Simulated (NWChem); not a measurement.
# CH3Si, doublet; SMILES C=[SiH]

```xyz
5

C      0.0074     1.1116     0.0000
Si    -0.0944    -0.6124     0.0000
H     -0.8710     1.7749     0.0000
H      0.9961     1.6060     0.0000
H      1.1515    -1.4772     0.0000
```
Atoms are numbered in this order, from 1.

All runs: NWChem. Spin-unrestricted. Medium grid unless said otherwise, to which SCAN and Minnesota functionals are sensitive. Geometry: optimised at PBE-D3(BJ)/def2-SVP, spin-unrestricted. No stability test was run on the SCF state.

Question: Order these by “highest occupied level (eV)”, lowest first: M05-2X/def2-SVP; PBE0/def2-SVP; B3LYP/def2-SVP; revPBE/def2-SVP.

Answer: M05-2X/def2-SVP (-7.57), PBE0/def2-SVP (-6.53), B3LYP/def2-SVP (-6.28), revPBE/def2-SVP (-5.48)
